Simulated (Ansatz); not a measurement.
C3H6Si, SMILES `C1=[SiH]CC1` (charge 0, multiplicity 1).

Calculation: LC-ωPBE/cc-pVTZ // B3LYP-D3(BJ)/def2-TZVP in Ansatz (a program for electronic structure).

Ansatz 0.2 input:
```yaml
crystal:
  periodic: [false, false, false]
  atoms:
    - { symbol: C, position_ang: [0.200261, 1.280353, -0.171107] }
    - { symbol: Si, position_ang: [1.40252, 0.080909, -0.003698] }
    - { symbol: C, position_ang: [-0.063383, -1.08272, 0.14531] }
    - { symbol: C, position_ang: [-0.910236, 0.232126, -0.035967] }
    - { symbol: H, position_ang: [0.040786, 2.336913, -0.313955] }
    - { symbol: H, position_ang: [2.879632, -0.036826, 0.019719] }
    - { symbol: H, position_ang: [-0.224273, -1.574571, 1.10366] }
    - { symbol: H, position_ang: [-0.215305, -1.810636, -0.650482] }
    - { symbol: H, position_ang: [-1.559564, 0.404894, 0.82831] }
    - { symbol: H, position_ang: [-1.55044, 0.169559, -0.92179] }
basis:
  gaussian: { orbitals: cc-pVTZ }
hamiltonian:
  xc: lc_wpbe
```

Output:

```
Functional definition: LC-wPBE
1127 factors; their error is unknown
385 factors; integrals over basis functions are off by at most 3.0e-5 eV
mean field evaluation 1: about -11074.4500 eV, gradient 5.0e1 eV
mean field evaluation 2: about -11074.0694 eV, gradient 5.1e1 eV
mean field evaluation 4: about -11080.6782 eV, gradient 2.8e0 eV
mean field evaluation 8: about -11080.7039 eV, gradient 7.4e-2 eV
mean field evaluation 16: about -11080.6644 eV, gradient 5.9e-5 eV
mean field -11080.66441068 eV, -407.2069063485 hartree, gradient 1.7e-5 eV, S^2 0.000000; 0 other end points of the search recorded, 0 dependent functions left out
reference -11080.66441069 eV, -407.2069063487 hartree; 19, 19 occupied and 189, 189 virtual orbitals, 1127 factors
Total energy: -11080.66441069 eV, -407.2069063487 hartree
```
